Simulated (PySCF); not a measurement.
C2H5NO, charge +1, doublet, at a GFN2-xTB geometry (a state made from the parent by changing its charge; the spin is typed, not shown lowest), with bond 6-1 at 1.4 times its length. Base run: PySCF with CASSCF(5,7)/6-31G*.

Input for PySCF:
```python
from pyscf import gto, scf, mcscf
import numpy

mol = gto.Mole()
mol.atom = '''
    C    -1.19459163   -0.31629587   -0.61060113
    C     0.11866525    0.05895601    0.13701281
    N     1.25597705   -0.07315814   -0.48303992
    O    -0.16668233    0.43608489    1.24643635
    H    -1.12078025   -1.37900189   -0.85279560
    H    -1.28573950    0.61351251   -1.82151450
    H    -2.07307384   -0.15950852    0.02013206
    H     2.12146001    0.16850562   -0.00597692
    H     1.32926887   -0.41038123   -1.43450175
'''
mol.basis = '6-31g*'
mol.charge = 1
mol.spin = 1
mol.verbose = 3
mol.build()

mf = scf.ROHF(mol)
mf.kernel()
mc = mcscf.CASSCF(mf, 7, 5)
mc.fix_spin_(ss=0.75)
mc.kernel()
occ = numpy.linalg.eigvalsh(mc.fcisolver.make_rdm1(mc.ci, mc.ncas, mc.nelecas))[::-1]
ss = mc.fcisolver.spin_square(mc.ci, mc.ncas, mc.nelecas)[0]
print('natural occupations', occ.round(4), ' <S^2>', round(ss, 4))
```

Each row names what was changed in the base input (with any setting that the change needs).

```json
[
 {"change": "base", "ΔE vs base (mEh)": "0.000", "natural occupations": "1.97 1.94 1.00 0.06 0.03 0.00 0.00", "<S^2> of the state": "0.75", "core-seconds (rough)": "10", "outcome": "converged"},
 {"change": "orbitals = fixed (CASCI); correction = SC-NEVPT2", "ΔE vs base (mEh)": "-510.8", "natural occupations": "1.98 1.96 1.00 0.04 0.01 0.00 0.00", "<S^2> of the state": "0.75", "core-seconds (rough)": "3", "outcome": "converged"},
 {"change": "active space = 3 electrons, 5 orbitals", "ΔE vs base (mEh)": "19.742", "natural occupations": "1.94 1.00 0.06 0.00 0.00", "<S^2> of the state": "0.75", "core-seconds (rough)": "10", "outcome": "converged"},
 {"change": "conv_tol = 1e-5", "ΔE vs base (mEh)": "0.002", "natural occupations": "1.97 1.94 1.00 0.06 0.03 0.00 0.00", "<S^2> of the state": "0.75", "core-seconds (rough)": "9", "outcome": "converged"},
 {"change": "correction = SC-NEVPT2", "ΔE vs base (mEh)": "-502.3", "natural occupations": "1.97 1.94 1.00 0.06 0.03 0.00 0.00", "<S^2> of the state": "0.75", "core-seconds (rough)": "10", "outcome": "converged"},
 {"change": "active space = 7 electrons, 6 orbitals", "ΔE vs base (mEh)": "-", "natural occupations": "-", "<S^2> of the state": "-", "core-seconds (rough)": "-", "outcome": "not converged"},
 {"change": "solver = newton", "ΔE vs base (mEh)": "0.000", "natural occupations": "1.97 1.94 1.00 0.06 0.03 0.00 0.00", "<S^2> of the state": "0.75", "core-seconds (rough)": "10", "outcome": "converged"},
 {"change": "active space = 7 electrons, 7 orbitals", "ΔE vs base (mEh)": "-25.242", "natural occupations": "1.98 1.97 1.94 1.00 0.07 0.03 0.02", "<S^2> of the state": "0.75", "core-seconds (rough)": "10", "outcome": "converged"},
 {"change": "fix_spin_ = off", "ΔE vs base (mEh)": "0.000", "natural occupations": "1.97 1.94 1.00 0.06 0.03 0.00 0.00", "<S^2> of the state": "0.75", "core-seconds (rough)": "10", "outcome": "converged"},
 {"change": "orbitals = fixed (CASCI)", "ΔE vs base (mEh)": "33.159", "natural occupations": "1.98 1.96 1.00 0.04 0.01 0.00 0.00", "<S^2> of the state": "0.75", "core-seconds (rough)": "2", "outcome": "converged"},
 {"change": "state_average = 2 states", "ΔE vs base (mEh)": "-4.490", "natural occupations": "-", "<S^2> of the state": "-", "core-seconds (rough)": "20", "outcome": "converged"}
]
```

Active orbitals are taken around the Fermi level unless the row says otherwise; CASSCF can end in different local minima, and two programs can end on different orbitals. State-averaged rows give the lowest state.

Open shells are given as the SCF converged; they aren't shown to be the lowest states, and a large step between rows can be another state.
